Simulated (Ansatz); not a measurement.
Ge(F)3(SiH3) (F3GeH3Si), SMILES [F][Ge]([F])([F])[SiH3].

The structure is a stationary point at B3LYP-D3(BJ)/def2-SVP. The structure was generated by enumeration, and PubChem lists no compound with its InChIKey, so it may never have been made.

Two levels are set side by side: PBE/def2-SVPD (Ansatz, an electronic-structure program) and PBE0/def2-SVPD (Ansatz). Energy differences of separate SCF runs at the same geometry; the states with an electron removed or added have multiplicity 2 and 2. Differences are taken from unrounded values.

| quantity | PBE0 |
|---|---|
| vertical ionisation energy (eV) | 12.03 |
| vertical singlet–triplet gap (eV) | 6.71 |

Question: What does PBE give, and how far is it from PBE0? (Estimate from the structure and the level; the computed values follow.)

Answer: 
| quantity | PBE | PBE minus PBE0 |
|---|---|---|
| vertical ionisation energy (eV) | 11.55 | -0.48 |
| vertical singlet–triplet gap (eV) | 6.16 | -0.55 |
